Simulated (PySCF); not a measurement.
Si(OH)4 (H4O4Si), SMILES O[Si](O)(O)O. Geometry: PBE0-D3(BJ)/def2-SVP. The isomer is the one that the SMILES or the coordinates give; other isomers of the formula were not compared. Other conformers were not sampled.

Calculation: PySCF with PBE0-D3(BJ)/def2-SVP.

Harmonic wavenumbers (cm⁻¹): 192, 197, 273, 273, 283, 352, 363, 363, 408, 773, 816, 827, 833, 833, 946, 1013, 1013, 3937, 3937, 3938, 3941. Rotational constants (GHz): 4.079, 4.079, 3.611; symmetry number 2.

Q: Work out the zero-point energy and the ideal-gas rigid-rotor harmonic-oscillator thermochemistry at 298.15 K and 1 atm.

A: ZPE = ½ Σ hcν = ½ × 25509 cm⁻¹ = 152.58 kJ/mol. H − E(el) = 173.87 kJ/mol. Entropy in J/(mol K): translation 165.69, rotation 103.37, vibration 61.18, total 330.24. G − E(el) = 75.41 kJ/mol. Cp = 113.85 J/(mol K).
